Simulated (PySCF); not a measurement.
SMILES CC[OH2+] (charge +1) at its CAM-B3LYP/def2-SVP optimised geometry (Å):

```
10

C      0.2834     0.4063     0.0000
C     -0.2884    -0.4104     1.1163
O      0.1077     0.1554     2.4805
H     -0.0409    -0.0569    -0.9452
H     -0.0929     1.4398     0.0000
H      1.3833     0.4063     0.0000
H      0.0842    -1.4398     1.1757
H     -1.3833    -0.4123     1.1757
H     -0.2458     1.0468     2.6796
H      1.0662     0.1276     2.6799
```

Computed with CAM-B3LYP/def2-TZVP in PySCF.

Map of the Laplacian of the electron density (e/bohr⁵) on the plane z = 0.6 Å:

```
|###########################|
|###########################|
|###########################|
|###########################|
|###########################|
|###########################|
|############%%#############|
|###########%%%%%###########|
|###########%%%%%%##########|
|##########%%%%%%%%%########|
|##########%%@%@@@%%%#######|
|#########%%@@#%@@%%%#######|
|########%%@@*-=%%%%%#######|
|#######%%@@%- =%@%%%#######|
|######%%%%@#:.*@@%%########|
|######%%%%@@%#%@%%#########|
|#######%%%@@@@@%%##########|
|########%%%@@%@%%##########|
|##########%%%%%%###########|
|###########%%%%%###########|
|############%%%############|
|###########################|
|###########################|
|###########################|
|###########################|
|###########################|
|###########################|
```
Scale: ten equal steps from -0.734 (start of ' ') to 0.241 (end of '@'), in the order ' .:-=+*#%@'; x runs from -3.50 to 3.50, y from -3.50 (bottom) to 3.50 (top).
